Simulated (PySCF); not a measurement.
**Copper: a sound run and one with changed settings**

Sound run: Cu⁺ [Ar] 3d10, Cu²⁺ [Ar] 3d9. Computed with PySCF 2.14 in def2-TZVP (6s4p4d1f, 45 functions), with no relativity, point nucleus. The sound run starts from symmetry-adapted Hartree-Fock orbitals and uses a fine grid where one is needed.

Changed run: radial step 0.5 in ln r (0.13 in the sound run). This setting is unsound on purpose.

```tsv
species	method	sound run (hartree)	changed run (hartree)	converged
Cu⁺	UHF	-1638.68636	-1638.68636	yes
Cu⁺	MN15	-1640.46560	-1640.39216	yes
Cu⁺	M06-L	-1640.14033	-1640.20694	yes
Cu²⁺	UHF	-1638.04586	-1638.04586	yes
Cu²⁺	MN15	-1639.69760	-1639.63521	yes
Cu²⁺	M06-L	-1639.40203	-1639.44366	yes
```

Ionisation energy of Cu⁺:

```csv
method,sound run (eV),changed run (eV)
UHF,17.429,17.429
MN15,20.898,20.598
M06-L,20.090,20.770
```

A coarse radial grid mis-integrates the density and the exchange-correlation energy, with errors of either sign; Hartree-Fock needs no grid.

For comparison, NIST gives 20.292 eV between the lowest levels.
